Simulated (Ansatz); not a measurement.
`[OH][GeH2][SH]` + NH₃ → `[NH2][GeH2][OH]` + H₂S  (ligand exchange at a Ge–S bond)

Calculated with Ansatz (gas phase, PBE0-D4/def2-TZVP geometries, no zero-point term in ΔE). CBS: MP2 limit from def2 TZ/QZ plus the TZ coupled-cluster correction, frozen cores. This one scheme is used for every species. Functionals use def2-TZVPP. For Ge outer-core shells are correlated without core-valence functions, which leaves a few kJ/mol of doubt a bond. Scalar relativity is left out up to krypton. Each species was taken in one conformer, which may not be the lowest.

Q: Is it downhill or uphill in electronic energy at CCSD(T)/CBS, and by how much? (Estimate.)

A: Computed: Uphill: ΔE = +11.0 kcal/mol.

Q: What do these levels give: BHLYP-D4, B2PLYP, r2SCAN, RPA@PBE/def2-TZVPP, MP2/def2-TZVPP, SCS-MP2/def2-TZVPP? (Estimate.)

A: The calculation gave: BHLYP-D4 11.5, B2PLYP 11.2, r2SCAN 12.4, RPA@PBE/def2-TZVPP 9.9, MP2/def2-TZVPP 11.2, SCS-MP2/def2-TZVPP 10.4 kcal/mol.

Largest T1 diagnostic among the species: 0.012.

In def2-TZVPP, CCSD(T) changes the Hartree–Fock value by +0.8 kcal/mol (the triples alone add +0.4 kcal/mol) and MP2 by +1.4 kcal/mol. At CCSD(T), def2-SVP lies −1.3 kcal/mol from the extrapolated value and def2-TZVPP −0.4 kcal/mol. Leaving LDA and LC-ωPBE aside and taking each functional with its dispersion term where it has one, the values, not all of them listed here, spread over 2.7 kcal/mol, from CAM-B3LYP-D4 to PBE-D4. LDA lies −1.2 kcal/mol from PBE without D4.
